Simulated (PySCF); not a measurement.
**Does the structure fit the spectrum?**

A compound C$_{3}$H$_{9}$F$_{3}$OSi$_{2}$ gives the data below (simulated from a calculation) and was assigned the structure `FCC(F)(F)OC([SiH3])[SiH3]`.

13C{1H} NMR (computed): δ 126.4 (CH), 97.9 (CH), 74.6 (CH).

1H NMR (300 MHz, computed): δ 6.72 (m, 1H), 5.25 (m, 1H), 4.73 (m, 1H), 4.05 (m, 3H), 3.99 (d, 3H).

[PySCF 2.14: σ from GIAO-PBE0/pcSseg-1; structure optimised with GFN2-xTB; no solvent model; one conformer; non-relativistic Hamiltonian; averaged over atoms made equivalent by symmetry, fast rotation or ring inversion]

Referencing at the same level of theory: 1H and 13C against TMS.

(1) Compare with the shifts computed for the proposed structure, pairing carbons in order of shift.

(2) Which isomer fits?

Answers

(1) Numbering as in the mapped SMILES `[F:1][CH2:2][C:3]([F:4])([F:5])[O:6][CH:7]([SiH3:8])[SiH3:9]` (H(Xn): hydrogen on atom n).

| atom | computed for proposal | given list | difference |
| --- | --- | --- | --- |
| C3 | 129.1 | 126.4 | +2.7 |
| C2 | 86.1 | 97.9 | -11.8 |
| C7 | 55.7 | 74.6 | -18.9 |

The rms difference is 13.0 ppm and the largest -18.9 ppm at C7 (sp3 CH bonded to O and 2 Si). The carbon types in order of shift don't match either: C, CH2, CH for the proposal against CH, CH, CH in the data. The proposal doesn't fit.

(2) SMILES F[C@@H]([C@@H](OC(F)F)[SiH3])[SiH3].

Carbon types of the structure: 3 × CH, leaving 6 H on heteroatoms. δC 126.4: sp3 CH bonded to 2 F and O; 3 electronegative neighbours deshield it. δC 97.9: sp3 CH bonded to F and Si; deshielded by the electronegative neighbour. δC 74.6: sp3 CH bonded to O and Si; deshielded by the electronegative neighbour. δH 5.25: hydrogen on an sp3 CH bonded to F and Si; its carbon carries F, which withdraws density.

Other isomers checked: FC(F)(F)COC([SiH3])[SiH3] (rms 16.4 ppm); COC([SiH3])([SiH3])C(F)(F)F (rms 19.5 ppm).

This is the structure that produced the data.

Splittings by 19F in the carbon and heteronuclear signals aren't shown, as no couplings were computed. Shifts are as computed. Against solution values, carbons near 30 ppm lie about +3 ppm off and those near 130 ppm about +5 ppm. Of 1309 compounds with measured shifts, 239 miss one by over three times the rms of a fit or turn the order of signals round; such compounds aren't used in these exercises. Multiplicities follow the n + 1 count of equivalent neighbours, as no J values were calculated; m marks all less simple cases, F and P coupling included.
